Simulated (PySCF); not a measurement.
**B (boron, neutral) across methods**

[He] 2s2 2p1, 2P determinant. Calculation: PySCF 2.14, in aug-cc-pVTZ-DK; scalar relativity by spin-free X2C-1e.

```tsv
method	E (hartree)	mean ε 2s α (eV)	mean ε 2s β (eV)	mean ε 2p α (eV)	Σ⟨r²⟩ (bohr²)	⟨S²⟩
PBEsol	-24.4826	-9.629	-8.632	-4.073	16.15	0.753
PBE0	-24.6251	-11.125	-9.841	-5.373	15.85	0.754
B97-3	-24.6597	-11.187	-9.871	-5.352	15.66	0.754
PBE	-24.6171	-9.676	-8.711	-4.170	16.05	0.753
r2SCAN	-24.6435	-9.964	-8.795	-4.583	15.81	0.758
UHF	-24.53891	-14.846	-12.156	-8.664	15.80	0.761
LDA	-24.3611	-9.696	-8.682	-4.111	16.21	0.752
M06-2X	-24.6576	-12.393	-10.897	-6.175	15.88	0.752
```

(1) Estimate the same row for r2SCAN0.

Results:

(1) E (hartree) = -24.6456; mean ε 2s α (eV) = -11.292; mean ε 2s β (eV) = -9.840; mean ε 2p α (eV) = -5.706; Σ⟨r²⟩ (bohr²) = 15.72; ⟨S²⟩ = 0.758.
